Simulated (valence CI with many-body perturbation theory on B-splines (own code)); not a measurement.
The numbers below are computed, except where a source is named.
**Dy⁴⁴⁺: input, log and results**

Method: relativistic CI+MBPT: four valence electrons over a frozen Dirac-Fock core [Ar], a basis of 5 s, 5 p, 3 d, 3 f functions for each j, with the one-electron correlation potential Σ1 (screened to all orders), the two-electron term Σ2, the three-electron term Σ3, Breit, model QED; selected single and double excitations, second order for the rest, scaled by the run's own slope (own B-spline code, finite nucleus).

Command, and the settings that its task file holds:

```sh
python run_cv.py task.json out
```

```
atom Dy  Z=66  mass_number=164  rms_radius_fm=5.2218
core [Ar]
valence 3d4
avg = 1
basis = S
breit = 1
cap = 10000
capref = 1200
cscale = 1
de = 0.0
dress = 0
eps = 2e-08
extrap = 1
h = 0.27
hh = 1
l2 = 3
lcore = 6
maxit = 60
n2 = 5
natural = 0
nlev = 20
nno = [2, 2, 1, 1, 0]
nroot = 26
nsp = [3, 3, 2, 2, 0]
pt2 = 1
qed = 1
rpa = 1
s1 = 1
s2 = 1
s3 = 1
screen = 1
tol = 2e-05
whole = 1
```

It took 11 s on 1 thread of Arm Neoverse V2, on a shared host.

Log. The first blocks belong to the next ion, which gives the ionisation energy. Fields: 2J, parity (1 odd), roots, reference size, generating configurations, candidates as configurations/state functions, variational space P, stored matrix elements, Davidson steps; e2 is the range of second-order energies in hartree. The first line gives the box (bohr), its intervals, the orbitals and the steps of their self-consistent field. Window is the range of levels sought, series limit the energy at which the first omitted orbital would enter, core excitation an estimate of the first excitation out of the core, left out the lowest levels not solved, and shifts from estimates the range by which levels moved from their first estimate, all in cm⁻¹.

```
rmax 2.5 intervals 56 orbitals 27 references ['3d4', '3d3 4s', '3d3 4p'] scf 3 t 0.6
2J=3 par=0 roots 2 ref 27 generators 4 cand 367/838 P 277/632 nnz 0 it 0
2J=3 par=0 roots 2 ref 27 generators 4 cand 106/233 P 337/779 nnz 0 it 0
   second order: generators 6 cand 227/475 e2 -0.00000 -0.00000
2J=5 par=0 roots 2 ref 29 generators 3 cand 367/944 P 259/693 nnz 0 it 0
2J=5 par=0 roots 2 ref 29 generators 3 cand 123/280 P 322/854 nnz 0 it 0
   second order: generators 5 cand 402/987 e2 -0.00000 -0.00000
reference levels 556, estimated 33, window 1028229 1/cm; series limit 19488670, core excitation 2072110
2J=0 par=0 roots 4 ref 17 generators 4 cand 112/167 P 514/875 nnz 0 it 0
2J=0 par=0 roots 4 ref 17 generators 4 cand 32/42 P 524/893 nnz 0 it 0
   second order: generators 5 cand 203/413 e2 -0.00000 -0.00000
2J=2 par=0 roots 4 ref 36 generators 3 cand 260/952 P 444/1966 nnz 0 it 3
2J=2 par=0 roots 4 ref 36 generators 3 cand 118/359 P 509/2206 nnz 0 it 3
   second order: generators 4 cand 415/2570 e2 -0.00000 -0.00000
2J=8 par=0 roots 6 ref 42 generators 4 cand 203/973 P 488/2768 nnz 1.9e+06 it 3
2J=8 par=0 roots 6 ref 42 generators 4 cand 58/252 P 539/3006 nnz 2.3e+06 it 3
   second order: generators 6 cand 702/5952 e2 -0.00000 -0.00000
2J=4 par=0 roots 6 ref 51 generators 4 cand 210/1102 P 512/2960 nnz 2.1e+06 it 3
2J=4 par=0 roots 6 ref 51 generators 4 cand 71/350 P 576/3289 nnz 2.5e+06 it 3
   second order: generators 6 cand 713/6241 e2 -0.00000 -0.00000
2J=6 par=0 roots 5 ref 49 generators 3 cand 270/1387 P 419/2808 nnz 2.1e+06 it 3
2J=6 par=0 roots 5 ref 49 generators 3 cand 138/586 P 503/3282 nnz 2.7e+06 it 3
   second order: generators 3 cand 54/112 e2 -0.00000 -0.00000
2J=10 par=0 roots 2 ref 25 generators 2 cand 262/909 P 328/1826 nnz 0 it 4
2J=10 par=0 roots 2 ref 25 generators 2 cand 152/363 P 381/2036 nnz 0 it 4
   second order: generators 2 cand 99/153 e2 -0.00000 -0.00000
2J=12 par=0 roots 2 ref 14 generators 2 cand 148/400 P 344/1306 nnz 0 it 4
2J=12 par=0 roots 2 ref 14 generators 2 cand 50/109 P 377/1383 nnz 0 it 4
   second order: generators 2 cand 17/32 e2 -0.00000 -0.00000
left out: unestimated 1655022, estimated 1209044, shifts from estimates -1 to 0
operators 0.7
```

The Davidson iterations converged. The settings are bad on purpose, so the numbers may not be properties of the ion.

The last digits are not significant, and no measured levels were compared; by estimate large intervals hold to a few tenths of a per cent, small ones and those within an open d or f shell to about a per cent. Only levels of the ground parity were solved; by the run's estimate the other parity begins above the list, which can be wrong where configurations are misplaced.

```
Valence energy                            : -557.015 hartree
Ionisation energy                         : 3607.7 eV (NIST: 3607 ± 4 eV (theoretical))
Reference configurations for the orbitals : 3d4, 3d3 4s, 3d3 4p
Radial orbitals                           : 27
Box radius                                : 2.547 bohr
Largest variational space                 : 3289
Lowest levels                             : (3d3/2^4) J=0 0, (3d3/2^3 3d5/2) J=1 276570, (3d3/2^3 3d5/2) J=4 363210, (3d3/2^3 3d5/2) J=2 372560, (3d3/2^3 3d5/2) J=3 399790, (3d3/2^2 3d5/2^2) J=0 [a] 616460, (3d3/2^2 3d5/2^2) J=2 [a] 630360, (3d3/2^2 3d5/2^2) J=4 [a] 636420, (3d3/2^2 3d5/2^2) J=3 [a] 651010, (3d3/2^2 3d5/2^2) J=5 680490, (3d3/2^2 3d5/2^2) J=6 701510, (3d3/2^2 3d5/2^2) J=1 708790, (3d3/2^2 3d5/2^2) J=4 [b] 738200, (3d3/2^2 3d5/2^2) J=3 [b] 739870 cm⁻¹
```

Levels are named by their leading jj configuration (3d3/2^4 stands for four electrons in 3d with j = 3/2), which in mixed levels can hold well under half, so a name can repeat and another be missing. Letters in brackets count levels of one name in rising energy.
